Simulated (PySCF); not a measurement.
Cartesian coordinates (Å):
SMILES: C=[SiH][SiH3]
```xyz
9

C      1.2177    -1.4408    -0.4068
Si     0.8563     0.1229     0.1747
Si    -1.3162     0.9401     0.1890
H      2.2232    -1.8465    -0.4238
H      0.4435    -2.0978    -0.7871
H      1.9463     0.9903     0.6869
H     -1.7481     1.2633     1.5748
H     -1.4193     2.1766    -0.6306
H     -2.2034    -0.1081    -0.3772
```
Charge 0, spin multiplicity 1.

Q: Estimate the HOMO–LUMO gap, dipole moment, total energy, LUMO and HOMO that PBE0-D3(BJ)/def2-TZVP run with PySCF 2.14.0 returns for this input.

A: 
```json
{
  "HOMO–LUMO gap": "5.08 eV",
  "dipole_moment": "0.71 D",
  "total_energy": "-620.3768 Ha",
  "LUMO": "-1.53 eV",
  "HOMO": "-6.61 eV"
}
```
